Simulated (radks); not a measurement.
The numbers below are computed, except where a source is named.
Species: Pb20+. Configuration: [Kr] 4d10 4f14 5s2. Level of theory: Dirac Kohn-Sham, BLYP, spin-unpolarised, spherical densities, point nucleus (a radial shooting solver on a logarithmic mesh with Libxc functionals).

X-ray form factor f0, the Fourier transform of the density (f0(0) = 62):

| sin(theta)/lambda (1/angstrom) | f0 (electrons) |
|---|---|
| 0.05 | 61.842 |
| 0.1 | 61.372 |
| 0.15 | 60.602 |
| 0.2 | 59.554 |
| 0.25 | 58.253 |
| 0.3 | 56.732 |
| 0.4 | 53.171 |
| 0.5 | 49.165 |
| 0.6 | 44.991 |
| 0.8 | 36.989 |
| 1 | 30.256 |
| 1.25 | 24.021 |
| 1.5 | 19.875 |
| 2 | 15.348 |
